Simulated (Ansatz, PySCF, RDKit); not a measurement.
Pair of molecules: CH5N (SMILES CN) (first 7 atoms) with CH2O2 (SMILES O=CO); geometry from B3LYP-D3(BJ)/def2-TZVP, rigid monomers moved along the line of their centres of mass till N2···H12 is 2.30 Å.
(charge 0, multiplicity 1):
```xyz
12

C     -0.2824     0.2170     0.0966
N      0.8015    -0.5139     0.7701
H      0.0400     1.2408    -0.0934
H     -1.1417     0.2460     0.7650
H     -0.5908    -0.2333    -0.8514
H      1.6234    -0.5802     0.1808
H      0.5002    -1.4576     0.9896
O     -1.0525    -0.7941     3.9913
C     -0.2523    -0.0560     4.5169
O      0.8207     0.4600     3.9450
H     -0.3389     0.2743     5.5630
H      0.8759     0.1246     2.9809
```

Counterpoise-corrected where a basis set is named; no monomer relaxation. Rows marked so take none. RDKit's UFF carries no charges.

Cores are frozen in the correlated methods. Rows in 3-21G, 6-31G* carry no dispersion term and start afresh at each structure (6-31G* with six Cartesian d functions).

Programs: Ansatz (Gaussian basis) for Hartree–Fock, density functionals and correlated methods; PySCF for 3-21G rows, 6-31G* rows, the dispersion terms; RDKit for the force fields. 

```json
[
 {"level": "UFF", "interaction energy (meV)": "70.9"},
 {"level": "HF/6-31G*", "interaction energy (meV)": "-375.4"},
 {"level": "PBE/def2-TZVPPD", "interaction energy (meV)": "-391.5"},
 {"level": "PBE-D3(BJ)/def2-TZVPPD", "interaction energy (meV)": "-432.9"},
 {"level": "B3LYP/3-21G (no counterpoise)", "interaction energy (meV)": "-644.2"},
 {"level": "M06-2X/6-31G* (no counterpoise)", "interaction energy (meV)": "?"},
 {"level": "wB97X-V/def2-TZVPPD", "interaction energy (meV)": "?"},
 {"level": "CCSD/aug-cc-pVDZ", "interaction energy (meV)": "-371.7"},
 {"level": "CCSD(T)/aug-cc-pVDZ", "interaction energy (meV)": "-384.5"}
]
```

Question: Fill in the missing entries.

Answer: 
- M06-2X/6-31G* (no counterpoise), interaction energy (meV): -501.0
- wB97X-V/def2-TZVPPD, interaction energy (meV): -411.0

Ansatz is a quantum-chemistry and plane-wave program.
